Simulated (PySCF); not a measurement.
A GIAO shielding run with PySCF (density fitting, non-relativistic, gas phase) on SMILES C(#C)C#CC[Si@H](P)O[SiH3], C₅H₉OPSi₂:

```
$ OMP_NUM_THREADS=1 python probes_run.py task.json out

{"job": {"kind": "nmr", "xc": "PBE0", "basis": "pcSseg-1"}, "charge": 0, "multiplicity": 1}
C      5.216358    -0.171223     0.146970
C      4.046199    -0.454723     0.183169
C      2.722033    -0.755344     0.218866
C      1.552175    -1.053214     0.263679
C      0.141657    -1.310120     0.284768
Si    -0.808323     0.098254    -0.613144
P     -0.295848     2.105230     0.256478
O     -2.379560    -0.219519    -0.382686
Si    -3.936944     0.237234    -0.262929
H      6.235401     0.070721     0.116651
H     -0.063852    -2.268356    -0.196339
H     -0.199747    -1.381929     1.321400
H     -0.576722     0.027907    -2.058588
H      0.730645     1.634058     1.056781
H      0.585596     2.445281    -0.754886
H     -4.632508    -1.038553    -0.130824
H     -4.283212     0.952834    -1.489024
H     -4.062109     1.087780     0.917519
```

Hardware: 1 thread of an AMD EPYC, shared host. The job also computes population analyses, field gradients.

Question: How large is the calculation?

Answer: 90 electrons, 219 basis functions and 1205 auxiliary functions.

Question: How long does it take, and how much memory does it need?

Answer: 2.1 min of wall time, with 14 SCF cycles and 5 response iterations; peak memory 0.98 GiB. Times on a shared host scatter by some tens of per cent.
